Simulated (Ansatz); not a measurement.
CH2AlBClF, relaxed with RKS PBE-D4/def2-SVP in the Gaussian-basis code of Ansatz from a rough embedded geometry. The force threshold is 0.03 eV/Å; the program also tests the step.

Charge 0, multiplicity 1. The bonds changed during the relaxation, so this is another structure than the one it started from.

Start:

```xyz
7

F    -0.165    1.550   -1.069
C    -0.390    0.592   -0.148
Cl   -1.924    0.810    0.681
B     0.807    0.197    0.836
Al    0.089   -1.159   -0.612
H     1.595    0.574    1.700
H    -0.012   -2.564   -1.389
```

**Question.** How much energy does the relaxation release, and in how many steps? (An estimate is asked.)

**Answer.** The calculation gave: 79.89 kcal/mol, in 28 steps.

**Question.** Which bonds change most? (Best estimate.)

**Answer.** Ansatz gave: Cl3–Al5 from 3.098 to 2.116 Å; C2–B4 from 1.600 to 1.360 Å; B4–Al5 from 2.110 to 2.343 Å; C2–Al5 from 1.875 to 2.050 Å.

**Question.** Give the relaxed structure. (Best estimate.)

**Answer.** The calculation gave: 
```xyz
7

F    -0.638    2.149   -0.064
C     0.141    1.130    0.223
Cl   -2.360   -0.461   -1.326
B     1.212    0.456    0.722
Al   -0.493   -0.728   -0.365
H     2.016   -0.362    1.050
H     0.120   -2.183   -0.240
```
